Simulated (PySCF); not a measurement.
# One molecule, several mistakes: BCClGeH5

All numbers below are calculated, not measured. The program is PySCF 2.14.0, an open-source quantum chemistry code, run on an isolated molecule that a program drew, which may never have been made. The molecule is BCClGeH5 (charge 0, doublet), drawn as the SMILES string `ClB[CH][GeH3]`.

Each row is a Hartree-Fock (HF) and frozen-core CCSD(T) single point in the cc-pV(D+d)Z basis, meant for a local HF minimum. Run 1 is clean. Each other run has one planted mistake out of seven kinds, and not every kind appears here: one electron removed, one electron added, multiplicity raised by two, geometry at a saddle point, minimal basis STO-3G, one bond length entered in bohr, all coordinates scaled. The reference is restricted for singlets and unrestricted otherwise, and also for a bond in bohr. Adding or removing an electron swaps singlet and doublet. Electrons count all cores. HOMO and LUMO are orbital energies over both spins, the gradient is its largest component, and the lowest frequency (negative if imaginary) is given only where the gradient is small. Bond lengths are over the 8 bonds as drawn. T1 is the CCSD diagnostic: over 0.02 (restricted) or 0.045 (unrestricted) a single reference is doubtful. Germanium has the cc-pVDZ-PP basis, with a core potential (ECP10MDF) in place of its 10 inner electrons, and its 3s, 3p and 3d shells are frozen in CCSD(T).

Geometry of the clean run:
```xyz
9
BCClGeH5, angstrom
Cl   -2.0730    2.3999    0.3616
B    -1.8183    0.9407    1.3454
C    -0.5664    0.0682    1.1435
Ge    0.8739    0.3563   -0.1555
H    -2.6652    0.6949    2.1500
H    -0.4639   -0.8026    1.7886
H     0.3053    0.3611   -1.5753
H     1.8898   -0.7820   -0.0183
H     1.5677    1.6912    0.1219
```

| run | electrons | basis functions | <S^2> | HOMO (eV) | LUMO (eV) | gradient (hartree/bohr) | lowest frequency (cm^-1) | mean bond (Å) | longest bond (Å) | T1 | HF (hartree) | CCSD(T) (hartree) | mistake |
|---|---|---|---|---|---|---|---|---|---|---|---|---|---|
| 1 | 65 | 99 | 0.759 | -10.81 | 0.56 | 3.3e-05 | 72 | 1.5190 | 1.961 | 0.0151 | -818.34734 | -818.85089 | no fault |
| 2 | 66 | 99 | 0.000 | -2.26 | 8.71 | 6.6e-02 | - | 1.5190 | 1.961 | 0.0132 | -818.36955 | -818.91840 | one electron added |
| 3 | 65 | 99 | 3.781 | -5.46 | -3.27 | 7.8e-02 | - | 1.5190 | 1.961 | 0.0311 | -818.10719 | -818.62204 | ? |
| 4 | 65 | 99 | 0.767 | -10.85 | 0.55 | 4.7e-02 | - | 1.6648 | 2.149 | 0.0171 | -818.28639 | -818.80056 | ? |

**Which mistake was planted in run 3, and what did it cost?**

Electrons, basis and geometry are unchanged, and <S^2> is 3.781, beside S(S+1) = 3.75 for a multiplicity of 4. So the mistake is: multiplicity raised by two. Subtracting run 1 and multiplying by 627.51 kcal/mol a hartree, the energy moved by 150.7 kcal/mol in HF and 143.6 kcal/mol in CCSD(T).

**Which mistake was planted in run 4, and what did it cost?**

The mean and the longest bond both change by the same factor, 1.096, and the gradient is no longer small. So the mistake is: all coordinates scaled. Subtracting run 1 and multiplying by 627.51 kcal/mol a hartree, the energy moved by 38.2 kcal/mol in HF and 31.6 kcal/mol in CCSD(T).

